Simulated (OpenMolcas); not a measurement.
**CH5FOSn (SMILES FC[O][SnH3]): methods side by side**

CH5FOSn: 9 atoms, total charge 0, spin state singlet. As SMILES, `FC[O][SnH3]`. The coordinates come from a PBE0-D4/def2-TZVP relaxation. This is one conformer, not always the lowest.

Each level gives the vertical energy of the triplet above the singlet (eV). The values are calculated.

| level | kind | program | value (eV) | CPU time (all runs) |
| --- | --- | --- | --- | --- |
| HF/def2-SVP (core potential) | Hartree–Fock | OpenMolcas | 6.06 | 22 s |
| SVWN5/def2-SVP (core potential) | LDA | OpenMolcas | 5.50 | 75 s |
| BLYP/def2-SVP (core potential) | GGA | OpenMolcas | 5.61 | 2 min |
| PBE/def2-SVP (core potential) | GGA | OpenMolcas | 5.56 | 1.8 min |
| revPBE/def2-SVP (core potential) | GGA | OpenMolcas | 5.61 | 1.8 min |
| M06-L/def2-SVP (core potential) | meta-GGA | OpenMolcas | 6.12 | 2.6 min |
| TPSS/def2-SVP (core potential) | meta-GGA | OpenMolcas | 5.75 | 3.1 min |
| M06-2X/def2-SVP (core potential) | hybrid meta-GGA | OpenMolcas | 6.41 | 2.7 min |

Spin-orbit coupling, which can split open shells on such heavy atoms by tenths of an eV, is left out. The values span 5.50 to 6.41 eV. A triplet this far above the singlet is often a Rydberg-like or dissociative state; sets without diffuse functions put Rydberg states too high. The upper state's dipole differs much between rows, so they may not all be the same state. Times are those of the runs behind each value, whatever else they computed, on shared processors of several kinds: orders of magnitude only.
